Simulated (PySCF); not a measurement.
Chain-length series, n-germane fluoro/fluoro (end groups after the name). Isolated molecules, 0 K electronic values unless said otherwise. One relaxed conformer stands for each flexible species; it need not be the lowest. Strings in code marks are SMILES.

The LUMO from two functionals at the same geometries (PBE-D3(BJ)/def2-SVP), both in PySCF: PBE-D3(BJ)/def2-TZVP and PBE0-D3(BJ)/def2-TZVP. 

```
species                                                     PBE-D3(BJ)/def2-TZVP (eV)  PBE0-D3(BJ)/def2-TZVP (eV)
----------------------------------------------------------  -------------------------  --------------------------
n = 1 (`[F][GeH2][F]`)                                                          -1.02                       -0.11
n = 2 (`[F][GeH2][GeH2][F]` (F–Ge–Ge–F torsion 177°))                           -2.23                       -1.38
n = 4 (`[F][GeH2][GeH2][GeH2][GeH2][F]`)                                        -2.19                       -1.40
n = 7 (`[F][GeH2][GeH2][GeH2][GeH2][GeH2][GeH2][GeH2][F]`)                      -2.38                       -1.65
```

Over these rows, drawn at random from the members with no instability flagged (it was tested for open shells, ions and some series alone), PBE minus PBE0-D3(BJ): mean -0.82 eV, from -0.91 eV to -0.73 eV.
